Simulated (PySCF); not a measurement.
From one molecule to another.

First species: C5H7NO.
InChI=1S/C5H7NO/c1-7-4-6-5-2-3-5/h2-5H,1H3/b6-4+

Second species: C4H9FSi.
Atom-mapped SMILES: `[F:1][C:2]1([SiH3:3])[CH2:4][CH2:5][CH2:6]1` (hydrogens: H7, H8, H9 on Si3; H10, H11 on C4; H12, H13 on C5; H14, H15 on C6)

Levels: PBE0/def2-SVPD for dipole moment, HOMO energy, LUMO energy, HOMO–LUMO gap, static isotropic polarisability and electronic spatial extent ⟨r²⟩ about the centre of nuclear charge; TDDFT PBE0/def2-SVPD for lowest singlet excitation; TDA PBE0/def2-SVPD for lowest triplet excitation (Tamm–Dancoff); GFN2-xTB for rotational constant A and rotational constant C. Geometries: GFN2-xTB. Each structure is a single optimised conformer of the isolated species, non-relativistic unless stated; the electronic structure was computed with PySCF and density fitting.

Dipoles, sizes and rotational constants follow the conformer. The torsions of the flexible species, by atom-mapped SMILES:
- `[CH3:1][O:2]/[CH:3]=[N:4]/[CH:5]1[CH:6]=[CH:7]1`: C1–O2–C3–N4 0°, C3–N4–C5–C6 -27°

(1) Which of the two has the higher HOMO–LUMO gap, and by how much?

(2) Which of the two has the higher dipole moment, and by how much?

(3) Which of the two has the higher S1 energy, and by how much?

(4) Which of the two has the higher rotational constant A, and by how much?

(5) Which has the higher HOMO energy?

(6) Which has the higher static isotropic polarisability?

(7) Which of the two has the higher rotational constant C, and by how much?

(8) Which has the higher T1 energy?

## Answers

(1) The second: 8.25 eV against 6.65 eV, a difference of 1.60 eV.

(2) The second: 1.78 D against 0.86 D, a difference of 0.92 D.

(3) The second: 7.09 eV against 5.18 eV, a difference of 1.91 eV.

(4) The first: 9.577 GHz against 3.972 GHz, a difference of 5.605 GHz.

(5) The first: -6.88 eV against -7.87 eV, a difference of 0.99 eV.

(6) The second: 72.9 au against 69.4 au, a difference of 3.5 au.

(7) The second: 1.951 GHz against 1.341 GHz, a difference of 0.610 GHz.

(8) The second: 6.62 eV against 4.34 eV, a difference of 2.28 eV.

On the first: In atomic units the dipole is 0.34 e·bohr (1 au = 2.5417 D). The principal polarisabilities are 57.6, 61.3 and 89.4 au; their mean is the isotropic value.

On the second: The 6 singlets span 7.09 to 7.98 eV, and their oscillator strengths add up to 0.29. The polarisability is 10.80 Å³ as a volume (1 au = 0.148185 Å³), or 1.30 au for each of the 56 electrons.
